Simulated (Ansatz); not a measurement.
Molecule: C₄H₅S, net charge -1, singlet state. It need not be the lowest isomer of its formula. Whether it binds its extra electron was not tested at this geometry. SMILES: C1S[CH-]C=C1
Structure (B3LYP-D3(BJ)/def2-TZVP (Ansatz, a program for electronic structure) minimum search):
```
C
C 1 1.3844
H 1 1.0858 2 123.25
H 2 1.0894 1 121.30 3 17.60
C 2 1.3959 4 119.87 1 -179.96
H 5 1.0846 2 122.86 4 32.73
C 1 1.5105 3 119.75 2 -151.35
H 7 1.0956 1 115.28 3 -62.89
H 7 1.1103 8 106.92 1 -127.09
S 5 1.8207 6 115.11 2 -133.11
```
Charge -1, spin multiplicity 1.

Parts of the frozen-core correlation energy in cc-pV(T+d)Z (Ansatz, hartree). Frozen orbitals: 9; correlated occupied orbitals by spin: 14 and 14; virtual: 206 and 206. No spin-orbit coupling. Non-relativistic.

| term | value |
|---|---|
| reference (HF) | -551.88955 |
| MP2 opposite-spin | -0.64183 |
| MP2 same-spin | -0.21052 |
| CCSD correlation | -0.88403 |
| (T) | -0.04708 |
| T1 diagnostic | 0.015 |
| largest doubles amplitude | 0.047 |
